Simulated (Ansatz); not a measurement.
Pulling on the In1–I4 bond in H2IIn (SMILES [InH2][I]) (multiplicity 1 held, fragments rigid). Energies count from the point at 2.700 Å.
Geometry at that point (charge 0, multiplicity 1):
```xyz
4

In    -0.72639    -1.13552     0.19956
H     -0.06962    -2.17410     1.39445
H     -2.11915    -1.24747    -0.79314
I      0.71286     1.11438    -0.19584
```

U- levels take the lowest unrestricted solution at each point, which mixes spins at long bonds. Active spaces are followed from a long bond inwards. Levels need not reach the same state.

Cores are frozen in the correlated methods. Filled d and f shells under p-block atoms count as core.

Codes used: Ansatz (a first-principles code) with Gaussian orbitals.  In def2 rows elements past Kr take small-core potentials, without spin–orbit coupling.

Energies in kcal/mol.

```json
[
 {"R (Å)": "2.160", "U-HF/def2-SVP": "70.4", "U-CCSD/def2-SVP": "71.1", "FIC-NEVPT4(SD) on CASSCF(6,4)/def2-SVP": "71.2", "FIC-MRCISD+Q on CASSCF(6,4)/def2-SVP": "71.4"},
 {"R (Å)": "2.430", "U-HF/def2-SVP": "12.9", "U-CCSD/def2-SVP": "13.1", "FIC-NEVPT4(SD) on CASSCF(6,4)/def2-SVP": "13.2", "FIC-MRCISD+Q on CASSCF(6,4)/def2-SVP": "13.3"},
 {"R (Å)": "2.700", "U-HF/def2-SVP": "0.0", "U-CCSD/def2-SVP": "0.0", "FIC-NEVPT4(SD) on CASSCF(6,4)/def2-SVP": "0.0", "FIC-MRCISD+Q on CASSCF(6,4)/def2-SVP": "0.0"},
 {"R (Å)": "2.970", "U-HF/def2-SVP": "4.8", "U-CCSD/def2-SVP": "…", "FIC-NEVPT4(SD) on CASSCF(6,4)/def2-SVP": "4.1", "FIC-MRCISD+Q on CASSCF(6,4)/def2-SVP": "4.4"},
 {"R (Å)": "3.240", "U-HF/def2-SVP": "16.1", "U-CCSD/def2-SVP": "15.8", "FIC-NEVPT4(SD) on CASSCF(6,4)/def2-SVP": "14.9", "FIC-MRCISD+Q on CASSCF(6,4)/def2-SVP": "15.2"},
 {"R (Å)": "3.645", "U-HF/def2-SVP": "35.2", "U-CCSD/def2-SVP": "…", "FIC-NEVPT4(SD) on CASSCF(6,4)/def2-SVP": "33.0", "FIC-MRCISD+Q on CASSCF(6,4)/def2-SVP": "33.3"},
 {"R (Å)": "4.050", "U-HF/def2-SVP": "48.8", "U-CCSD/def2-SVP": "51.4", "FIC-NEVPT4(SD) on CASSCF(6,4)/def2-SVP": "49.2", "FIC-MRCISD+Q on CASSCF(6,4)/def2-SVP": "48.9"},
 {"R (Å)": "4.725", "U-HF/def2-SVP": "56.5", "U-CCSD/def2-SVP": "…", "FIC-NEVPT4(SD) on CASSCF(6,4)/def2-SVP": "66.5", "FIC-MRCISD+Q on CASSCF(6,4)/def2-SVP": "65.6"},
 {"R (Å)": "5.400", "U-HF/def2-SVP": "58.2", "U-CCSD/def2-SVP": "71.5", "FIC-NEVPT4(SD) on CASSCF(6,4)/def2-SVP": "72.5", "FIC-MRCISD+Q on CASSCF(6,4)/def2-SVP": "71.6"},
 {"R (Å)": "6.210", "U-HF/def2-SVP": "58.6", "U-CCSD/def2-SVP": "72.3", "FIC-NEVPT4(SD) on CASSCF(6,4)/def2-SVP": "73.9", "FIC-MRCISD+Q on CASSCF(6,4)/def2-SVP": "73.1"},
 {"R (Å)": "7.290", "U-HF/def2-SVP": "58.7", "U-CCSD/def2-SVP": "72.5", "FIC-NEVPT4(SD) on CASSCF(6,4)/def2-SVP": "74.2", "FIC-MRCISD+Q on CASSCF(6,4)/def2-SVP": "73.4"},
 {"R (Å)": "8.640", "U-HF/def2-SVP": "58.8", "U-CCSD/def2-SVP": "72.6", "FIC-NEVPT4(SD) on CASSCF(6,4)/def2-SVP": "74.3", "FIC-MRCISD+Q on CASSCF(6,4)/def2-SVP": "73.5"}
]
```

Problem. Some entries are withheld; supply them.

Solution. 
- 4.725, U-CCSD/def2-SVP: 67.7
- 3.645, U-CCSD/def2-SVP: 34.5
- 2.970, U-CCSD/def2-SVP: 4.7

Doubts at one or more of the structures used: a spin-contaminated determinant (U-HF/def2-SVP, U-CCSD/def2-SVP); T1 above 0.05 (U-CCSD/def2-SVP); active orbitals that take no part (FIC-NEVPT4(SD) on CASSCF(6,4)/def2-SVP, FIC-MRCISD+Q on CASSCF(6,4)/def2-SVP).
